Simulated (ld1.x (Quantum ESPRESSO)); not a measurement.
## Which change was made? (Se, RRKJ)

* Element: selenium
* Generator: ld1.x (Quantum ESPRESSO) 7.5
* Type: norm-conserving RRKJ (Kleinman–Bylander form)
* Functional: LDA (PZ)
* Relativity: scalar-relativistic
* Frozen core: [Ar]
* Valence charge: 16
* Reference configuration: 3d10 4s1 4p5
* Partial waves: 4s (bound): rc 1.50 bohr; 4p (bound): rc 1.50 bohr; 3d (bound): rc 1.10 bohr
* Local potential: the d channel
* Core correction: none
* rho0: 0.01

Cutoffs, loose and tight: the cutoffs (Ry, on a coarse ladder) from which the occupation-weighted sum of valence levels, in a spherical-Bessel basis at the reference potential, stays within 10 and 1 mRy of its value at 400 Ry. They do not see the model core or the augmentation charge, which bear on the density cutoff. Test errors are all-electron minus pseudo excitation energies from the reference, over the configurations 3d10 4s2 4p4; 3d10 4s2 4p3; 3d10 4s2 4p2; 3d10 4s2 4p4.3; 3d10 4s1 4p4; 3d10 4s2 4p3.5; 3d10 4s0 4p6 (two spin-polarised tests are not counted in the largest error); variants that change the core or the reference have their own tests.

The base gives: outcome: generated; cutoff, loose: 260 Ry; cutoff, tight: over 300 Ry; bound ghosts: s, p; largest test error (meV): +2.8.

(1) After one change the result is: outcome: generated; cutoff, loose: 260 Ry; cutoff, tight: over 300 Ry; bound ghosts: s, p; largest test error (meV): -13. Which change was it?
A. wave 4s (bound): rc 1.50 bohr becomes 4s (bound): rc 1.14 bohr
B. wave 4s (bound): rc 1.50 bohr becomes 4s (bound): rc 1.82 bohr
C. wave 4s (bound): rc 1.50 bohr becomes 4s (bound): rc 2.20 bohr

Results:

(1) C. The others give: wave 4s (bound): rc 1.50 bohr becomes 4s (bound): rc 1.14 bohr → outcome: failed: compute_chi: n is too large | wave 4s (bound): rc 1.50 bohr becomes 4s (bound): rc 1.82 bohr → outcome: generated; cutoff, loose: 260 Ry; cutoff, tight: over 300 Ry; bound ghosts: s, p; largest test error (meV): -3.9.
